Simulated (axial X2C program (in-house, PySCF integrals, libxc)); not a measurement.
## BeCa: from Re and ωe to a spectrum

A bond curve at the PBE0 level, two-component, was computed with an in-house all-electron X2C program for linear molecules (integrals from PySCF) (basis Ca dyall-cv3z [11s12p6d4f], Be dyall-cv3z [8s8p3d1f] (cores contracted in-house)) for the state Ω = 0 (closed shell). Its fit gives Re = 3.3445 Å, ωe = 166.2 cm⁻¹, ωexe = 3.31 cm⁻¹ and αe = 4.419e-03 cm⁻¹; the masses are 39.9626 and 9.0122 u. Two-component means X2C with spin–orbit coupling and atomic mean-field Coulomb and Gaunt terms.

Q: Find the reduced mass, Be and the force constant.

A: From the PBE0 values: μ = 7.3538 u. Be = 16.8576/(μ Re²) = 0.2049 cm⁻¹. k = 5.8918×10⁻⁷ μ ωe² = 0.12 mdyn/Å.

Q: The dipole moment p changes by 0.22 D/Å at Re. What harmonic infrared intensity follows?

A: I = 42.256 × (dp/dR)²/μ = 0.28 km/mol.

Q: A Morse curve ties αe to the other constants (Pekeris). How well does that hold?

A: αe(Morse) = 6Be²/ωe × (√(ωexe/Be) − 1) = 4.577e-03 cm⁻¹; the PBE0 curve gives 4.419e-03 cm⁻¹, a ratio of 1.04.

Q: Where do the fundamental and the first overtone lie?

A: ν(1←0) = ωe − 2ωexe = 159.6 cm⁻¹; ν(2←0) = 2ωe − 6ωexe = 312.5 cm⁻¹.

Q: Estimate the centrifugal constant by the Kratzer relation.

A: D = 4Be³/ωe² = 1.25e-06 cm⁻¹.

One determinant describes the state; a PBE0 search over occupations chose it and may have missed a lower one. The levels of this run spread widely (ωe from 85 to 193 cm⁻¹), so these constants depend on the method. The bond is weak, and without diffuse functions and with truncated virtuals even CCSD(T) can be tens of per cent off in De.
